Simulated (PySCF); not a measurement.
P₂, triplet, geometry from GFN2-xTB (a higher spin typed on purpose: for a closed-shell molecule this is an excited state); M062X/6-311G** in PySCF.

The PySCF input:
```python
from pyscf import gto, scf, dft

mol = gto.Mole()
mol.atom = '''
    P    -0.00000000   -0.00000000   -1.02175380
    P     0.00000000    0.00000000    1.02175380
'''
mol.basis = '6-311g**'
mol.spin = 2
mol.verbose = 4
mol.build()

mf = dft.UKS(mol)
mf.xc = 'm062x'
mf.kernel()
```

The log (banner, timings and long lists left out):

```
PySCF version 2.14.0

[INPUT] verbose = 4
[INPUT] num. atoms = 2
[INPUT] num. electrons = 30
[INPUT] charge = 0
[INPUT] spin (= nelec alpha-beta = 2S) = 2
[INPUT] symmetry False subgroup None
[INPUT] Mole.unit = angstrom
[INPUT] Symbol           X                Y                Z      unit          X                Y                Z       unit  Magmom
[INPUT]  1 P      0.000000000000   0.000000000000  -1.021753800000 AA    0.000000000000   0.000000000000  -1.930834848734 Bohr   0.0
[INPUT]  2 P      0.000000000000   0.000000000000   1.021753800000 AA    0.000000000000   0.000000000000   1.930834848734 Bohr   0.0

nuclear repulsion = 58.2649521132195
number of shells = 24
number of NR pGTOs = 90
number of NR cGTOs = 52
basis = 6-311g**
ecp = {}

******** <class 'pyscf.dft.uks.UKS'> ********
method = UKS
initial guess = minao
damping factor = 0
level_shift factor = 0
DIIS = <class 'pyscf.scf.diis.CDIIS'>
diis_start_cycle = 1
diis_space = 8
diis_damp = 0
SCF conv_tol = 1e-09
SCF conv_tol_grad = None
SCF max_cycles = 50
direct_scf = True
direct_scf_tol = 1e-13
number electrons alpha = 16  beta = 14
XC library pyscf.dft.libxc version 7.1.2
    S. Lehtola, C. Steigemann, M. J. T. Oliveira, and M. A. L. Marques,  SoftwareX 7, 1–5 (2018)
XC functionals = m062x
    Y. Zhao and D. G. Truhlar,  Theor. Chem. Acc. 120, 215 (2008)
    Y. Zhao and D. G. Truhlar,  Theor. Chem. Acc. 120, 215 (2008)
radial grids:
    Treutler-Ahlrichs [JCP 102, 346 (1995); DOI:10.1063/1.469408] (M4) radial grids

becke partition: Becke, JCP 88, 2547 (1988); DOI:10.1063/1.454033
pruning grids: <function nwchem_prune>
grids dens level: 3
symmetrized grids: False
atomic radii adjust function: <function treutler_atomic_radii_adjust>
small_rho_cutoff = 0
Set gradient conv threshold to 3.16228e-05
tot grids = 38360
init E= -682.532598604644

cycle= 1 E= -682.553239645727  delta_E= -0.0206  |g|= 0.14  |ddm|= 1.23
cycle= 2 E= -682.55999870516  delta_E= -0.00676  |g|= 0.0644  |ddm|= 0.203
cycle= 3 E= -682.561570258661  delta_E= -0.00157  |g|= 0.00989  |ddm|= 0.0736
cycle= 4 E= -682.561715076629  delta_E= -0.000145  |g|= 0.00254  |ddm|= 0.0276
cycle= 5 E= -682.561743474152  delta_E= -2.84e-05  |g|= 0.00132  |ddm|= 0.0111
cycle= 6 E= -682.561760221635  delta_E= -1.67e-05  |g|= 0.000844  |ddm|= 0.00924
cycle= 7 E= -682.561773901618  delta_E= -1.37e-05  |g|= 0.00028  |ddm|= 0.0142
cycle= 8 E= -682.561775316612  delta_E= -1.41e-06  |g|= 3.79e-05  |ddm|= 0.00584
cycle= 9 E= -682.561775322687  delta_E= -6.07e-09  |g|= 6.91e-06  |ddm|= 0.000354
cycle= 10 E= -682.561775322767  delta_E= -8.07e-11  |g|= 1.27e-06  |ddm|= 2.74e-05
Extra cycle  E= -682.561775322776  delta_E= -8.41e-12  |g|= 9.39e-07  |ddm|= 5.41e-06
converged SCF energy = -682.561775322776  <S^2> = 2.0060309  2S+1 = 3.0040179
```
